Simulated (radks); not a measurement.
Results of a calculation; reference values are marked as such.
Neutral chlorine inside a hard spherical wall (all orbitals vanish at R), configuration held at [Ne] 3s2 3p5 and not refilled when levels cross. Level of theory: scalar-relativistic Kohn-Sham, PBEsol, spin-polarised, spherical densities, finite nucleus; open shells are filled with parallel spins first; Fermi nuclear charge, rms radius 3.3654 fm (a radial shooting solver on a logarithmic mesh with Libxc functionals). Eigenvalues in eV for spin up, with the zero of energy where the potential of the charges vanishes at infinity; a dash marks a level that is unbound or too diffuse for the functional's potential to be trusted. A positive occupied level is held by the wall or, in an anion where self-interaction has pushed it up, behind a barrier. The pressure on the wall is -dE/dV.

R (bohr)  E (hartree)  kinetic (hartree)    e(2s)    e(2p)    e(3s)   e(3p)  e(4s, empty)  e(4p, empty)  pressure (GPa)
free       -460.74821            462.738  -252.23  -191.49  -21.053  -8.955             -             -               0
10         -460.74820            462.738  -252.23  -191.49  -21.052  -8.954         0.162         1.790        0.000366
8          -460.74797            462.741  -252.21  -191.47  -21.035  -8.937         0.950         3.232          0.0138
7          -460.74704            462.749  -252.14  -191.40  -20.984  -8.888         1.885         4.745          0.0884
3          -459.82153            466.994  -237.88  -176.95  -10.982   2.499        51.162        61.224             451
2.5        -458.31991            472.343  -225.44  -164.26   -0.562  14.376        93.131        104.12            1810
2          -453.90443            485.611  -202.18  -140.35   25.025  42.362        184.93        194.05            8710
